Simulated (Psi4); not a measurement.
CH$_{5}$O (SMILES C[OH2+]), charge +1, singlet, geometry from GFN2-xTB; M06-2X/def2-SVP run with Psi4.

Input for Psi4:
```
memory 2 GB

molecule mol {
1 1
  C    -0.019277    0.751129    0.000910
  O    -0.019451   -0.710029    0.073094
  H    -1.053935    1.084796    0.062118
  H     0.899563   -1.056043    0.066199
  H     0.525466    1.124354    0.866679
  H     0.439888    1.112447   -0.918223
  H    -0.539715   -1.092092   -0.666982
}

set basis def2-svp
set reference rks
set df_basis_scf def2-universal-jkfit

energy('m06-2x')
print_variables()
```

### Question
Write the output that Psi4 gives for this input, abridged.

### Answer

```
   => Loading Basis Set <=

    Name: DEF2-SVP
    Role: ORBITAL
    Keyword: BASIS

         ---------------------------------------------------------
                                   SCF
               by Justin Turney, Rob Parrish, Andy Simmonett
                          and Daniel G. A. Smith
                              RKS Reference
         ---------------------------------------------------------

  ==> Geometry <==

    Molecular point group: c1
    Full point group: C1

    Geometry (in Angstrom), charge = 1, multiplicity = 1:

       Center              X                  Y                   Z               Mass
    ------------   -----------------  -----------------  -----------------  -----------------
         C           -0.011132328230     0.786264298684    -0.016805813405    12.000000000000
         O           -0.011306328230    -0.674893701316     0.055378186595    15.994914619570
         H           -1.045790328230     1.119931298684     0.044402186595     1.007825032230
         H            0.907707671770    -1.020907701316     0.048483186595     1.007825032230
         H            0.533610671770     1.159489298684     0.848963186595     1.007825032230
         H            0.448032671770     1.147582298684    -0.935938813405     1.007825032230
         H           -0.531570328230    -1.056956701316    -0.684697813405     1.007825032230

  Running in c1 symmetry.

  Rotational constants: A =      3.48335  B =      0.74016  C =      0.71024 [cm^-1]
  Rotational constants: A = 104428.28854  B =  22189.32168  C =  21292.49149 [MHz]
  Nuclear repulsion =   46.411315875769567

  Charge       = 1
  Multiplicity = 1
  Electrons    = 18
  Nalpha       = 9
  Nbeta        = 9

  ==> Algorithm <==

  SCF Algorithm Type is DF.
  DIIS enabled.
  MOM disabled.
  Fractional occupation disabled.
  Guess Type is SAD.
  Energy threshold   = 1.00e-06
  Density threshold  = 1.00e-06
  Integral threshold = 1.00e-12

  ==> Primary Basis <==

  Basis Set: DEF2-SVP
    Blend: DEF2-SVP
    Number of shells: 27
    Number of basis functions: 53
    Number of Cartesian functions: 55
    Spherical Harmonics?: true
    Max angular momentum: 2

  ==> DFT Potential <==

   => LibXC <=

    Version 7.1.2
    S. Lehtola, C. Steigemann, M. J. T. Oliveira, and M. A. L. Marques,  SoftwareX 7, 1–5 (2018) (10.1016/j.softx.2017.11.002)

   => Composite Functional: M06-2X <=

    Hybrid M06-2X Meta-GGA XC Functional  (10.1007/s00214-007-0310-x)
    Y. Zhao and D. G. Truhlar,  Theor. Chem. Acc., 120, 215, 2008

    Deriv               =              1
    GGA                 =           TRUE
    Meta                =           TRUE

    Exchange Hybrid     =           TRUE
    MP2 Hybrid          =          FALSE

   => Exchange Functionals <=

    1.0000   XC_HYB_MGGA_X_M06_2X

   => Exact (HF) Exchange <=

    0.5400               HF

   => Correlation Functionals <=

    1.0000   XC_MGGA_C_M06_2X

   => LibXC Density Thresholds  <==

    XC_MGGA_C_M06_2X:  1.00E-12
    XC_HYB_MGGA_X_M06_2X:  1.00E-15

   => Molecular Quadrature <=

    Radial Scheme          =       TREUTLER
    Pruning Scheme         =           NONE
    Nuclear Scheme         =       TREUTLER

    Blocking Scheme        =         OCTREE
    BS radius alpha        =              1
    Pruning alpha          =              1
    Radial Points          =             75
    Spherical Points       =            302
    Total Points           =         151980
    Total Blocks           =           1192
    Max Points             =            255
    Max Functions          =             53
    Weights Tolerance      =       1.00E-15

   => Loading Basis Set <=

    Name: DEF2-UNIVERSAL-JKFIT
    Role: JKFIT
    Keyword: DF_BASIS_SCF

  ==> Integral Setup <==

  SCF_SUBTYPE=INCORE selected. In-core MEM_DF algorithm will be used.
  Using in-core AOs.

  ==> MemDFJK: Density-Fitted J/K Matrices <==

    J tasked:                   Yes
    K tasked:                   Yes
    wK tasked:                   No
    Algorithm:                 Core
    Schwarz Cutoff:           1E-12
    Mask sparsity (%):       0.0000
    Fitting Condition:        1E-10

   => Auxiliary Basis Set <=

  Basis Set: DEF2-UNIVERSAL-JKFIT
    Blend: DEF2-UNIVERSAL-JKFIT
    Number of shells: 80
    Number of basis functions: 242
    Number of Cartesian functions: 282
    Spherical Harmonics?: true
    Max angular momentum: 4

  Minimum eigenvalue in the overlap matrix is 1.1432211483E-02.
  Reciprocal condition number of the overlap matrix is 2.1502448922E-03.
    Using symmetric orthogonalization.

  ==> Pre-Iterations <==

  SCF Guess: Superposition of Atomic Densities via on-the-fly atomic UHF (no occupation information).

   -------------------------
    Irrep   Nso     Nmo
   -------------------------
     A         53      53
   -------------------------
    Total      53      53
   -------------------------

  ==> Iterations <==

                           Total Energy        Delta E     RMS |[F,P]|

   @DF-RKS iter SAD:  -115.87039692336330   -1.15870e+02   0.00000e+00
   @DF-RKS iter   1:  -115.81645795020577    5.39390e-02   6.12947e-03 ADIIS/DIIS
   @DF-RKS iter   2:  -115.85209788558900   -3.56399e-02   3.88402e-03 ADIIS/DIIS
   @DF-RKS iter   3:  -115.87029347071211   -1.81956e-02   7.47334e-04 ADIIS/DIIS
   @DF-RKS iter   4:  -115.87086184366680   -5.68373e-04   2.70262e-04 ADIIS/DIIS
   @DF-RKS iter   5:  -115.87093738258872   -7.55389e-05   6.45140e-05 DIIS
   @DF-RKS iter   6:  -115.87094256367212   -5.18108e-06   5.61462e-06 DIIS
   @DF-RKS iter   7:  -115.87094262021188   -5.65398e-08   7.50591e-07 DIIS
  Energy and wave function converged.

  ==> Post-Iterations <==

   Electrons on quadrature grid:
      Ntotal   =   18.0000117248 ; deviation = 1.172e-05

    Orbital Energies [Eh]
    ---------------------

    Doubly Occupied:

       1A    -20.029627     2A    -10.855681     3A     -1.520038
       4A     -1.069402     5A     -0.989870     6A     -0.870722
       7A     -0.820268     8A     -0.714793     9A     -0.690161

    Virtual:

      10A     -0.193509    11A     -0.115897    12A     -0.073669
      13A     -0.048901    14A     -0.025037    15A     -0.024761
      16A      0.232024    17A      0.236937    18A      0.266647
      19A      0.351237    20A      0.373516    21A      0.486736
      22A      0.492510    23A      0.492912    24A      0.527344
      25A      0.683871    26A      0.695476    27A      0.765263
      28A      0.963726    29A      0.999350    30A      1.129050
      31A      1.182734    32A      1.343289    33A      1.353826
      34A      1.526783    35A      1.562093    36A      1.583862
      37A      1.590974    38A      1.653033    39A      1.745597
      40A      1.777952    41A      1.900301    42A      1.937337
      43A      2.051919    44A      2.182126    45A      2.221550
      46A      2.458731    47A      2.621089    48A      2.634764
      49A      2.874622    50A      2.888657    51A      2.909118
      52A      3.280257    53A      3.471871

    Final Occupation by Irrep:
              A
    DOCC [     9 ]
    NA   [     9 ]
    NB   [     9 ]

  @DF-RKS Final Energy:  -115.87094262021188

   => Energetics <=

    Nuclear Repulsion Energy =             46.4113158757695672
    One-Electron Energy =                -243.3092762958264359
    Two-Electron Energy =                  88.4957578521651840
    DFT Exchange-Correlation Energy =      -7.4687400523201921
    Empirical Dispersion Energy =           0.0000000000000000
    VV10 Nonlocal Energy =                  0.0000000000000000
    Total Energy =                       -115.8709426202118777

Computation Completed

Properties will be evaluated at   0.000000,   0.000000,   0.000000 [a0]

Properties computed using the SCF density matrix

 Multipole Moments:

 ------------------------------------------------------------------------------------
     Multipole            Electronic (a.u.)      Nuclear  (a.u.)        Total (a.u.)
 ------------------------------------------------------------------------------------

 L = 1.  Multiply by 2.5417464519 to convert [e a0] to [Debye]
 Dipole X            :          0.0097125            0.2924271            0.3021396
 Dipole Y            :         -1.7525411            1.2615333           -0.4910078
 Dipole Z            :          0.0671017           -0.6360770           -0.5689753
 Magnitude           :                                                    0.8100061

 ------------------------------------------------------------------------------------

  Variable Map:
  ----------------------------------------------------------------------------
  "CURRENT ENERGY"              =>    -115.870942620212
  "CURRENT REFERENCE ENERGY"    =>    -115.870942620212
  "DD SOLVATION ENERGY"         =>       0.000000000000
  "DFT FUNCTIONAL TOTAL ENERGY" =>    -115.870942620212
  "DFT TOTAL ENERGY"            =>    -115.870942620212
  "DFT VV10 ENERGY"             =>       0.000000000000
  "DFT XC ENERGY"               =>      -7.468740052320
  "GRID ELECTRONS ALPHA"        =>       9.000005862385
  "GRID ELECTRONS BETA"         =>       9.000005862385
  "GRID ELECTRONS TOTAL"        =>      18.000011724770
  "NUCLEAR REPULSION ENERGY"    =>      46.411315875770
  "ONE-ELECTRON ENERGY"         =>    -243.309276295826
  "PCM POLARIZATION ENERGY"     =>       0.000000000000
  "PE ENERGY"                   =>       0.000000000000
  "SCF ITERATION ENERGY"        =>    -115.870942620212
  "SCF ITERATIONS"              =>       7.000000000000
  "SCF TOTAL ENERGY"            =>    -115.870942620212
  "TWO-ELECTRON ENERGY"         =>      88.495757852165
  "XC GRID RADIAL POINTS"       =>      75.000000000000
  "XC GRID SPHERICAL POINTS"    =>     302.000000000000
  "XC GRID TOTAL POINTS"        =>  151980.000000000000

  Array Variable Map:
  ----------------------------------------------------------------------------
  "CURRENT DIPOLE"              =>       0.302139622719 ... -0.568975254370 1 by 3
  "SCF DIPOLE"                  =>       0.302139622719 ... -0.568975254370 1 by 3
  "SCF TOTAL ENERGIES"          =>    -115.870396923363 ... -115.870942620212 1 by 8
```
